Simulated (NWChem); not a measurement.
C4H12Ge; SMILES C[C](C)(C)[GeH3]

All runs: NWChem. Pople sets run with spherical d functions. The geometry was optimised at PBE-D3(BJ)/def2-SVP. Not confirmed as a minimum by frequencies.

Taking B3LYP/6-311G** as the yardstick, which of these has the fewest basis functions while keeping “dipole (D)” within 0.05 D of it: B3LYP/6-31G*; B3LYP/STO-3G; B3LYP/3-21G?

B3LYP/6-31G*.
```
level           basis functions  dipole (D)  relative time (rough)
--------------  ---------------  ----------  ---------------------
B3LYP/STO-3G                 50        0.05                      1
B3LYP/3-21G                  82        0.79                      1
B3LYP/6-31G*                112        0.85                      5
B3LYP/6-311G**              188        0.86                      4
```

The yardstick is one finite set, not the basis-set limit.
